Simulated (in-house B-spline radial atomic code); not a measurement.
Configurations of Ca8+, with energies counted from [Ne] 3s2. All numbers are computed (scalar-relativistic (X2C) BLYP, spin-polarised, spherical fractional occupations; Fermi nucleus of rms radius 3.4776 fm) with an all-electron radial atomic-structure program (B-spline basis), not measured. Shells without spins written out take the highest spin.

Occupations are held fixed; configurations that lie above the ionisation limit could autoionise.

| configuration | E - E(ref) (eV) | highest orbital | its <r> (bohr) |
| --- | --- | --- | --- |
| [He] 2s2 2p5 3s2 3d1 | 382.74 | 3d up | 0.9496 |
| [He] 2s2 2p5 3s2 4d1 | 450.87 | 4d up | 2.031 |
| [He] 2s1 2p6 3s2 3d1 | 457.49 | 3d up | 0.9506 |
| [He] 2s1 2p6 3s2 4p1 | 514.9 | 4p up | 1.987 |
| [He] 2s1 2p6 3s2 4d1 | 525.59 | 4d up | 2.032 |
| [He] 2s(0 up, 1 down) 2p6 3s2 4d(1 up, 0 down) | 525.94 | 4d up | 2.042 |

Q: Order these further configurations by energy, lowest first.
A. [Ne] 3s1 3d1
B. [Ne] 3s1 4d1
C. [Ne] 3s(0 up, 1 down) 4f(0 up, 1 down)
D. [He] 2s2 2p5 3s2 4s1
E. [He] 2s(1 up, 0 down) 2p6 3s2 4s(1 up, 0 down)

A: A (48.988 eV), B (112.63 eV), C (117.43 eV), D (432.23 eV), E (507.03 eV).

Q: How far above the reference does [He] 2s2 2p(2 up, 3 down) 3s2 3p(0 up, 1 down) lie?

A: 351.78 eV; its least bound orbital is 3p down with <r> = 0.9789 bohr.

Q: How far above the reference does [Ne] 3s1 4p1 lie?

A: 101.74 eV; its least bound orbital is 4p up with <r> = 2.034 bohr.
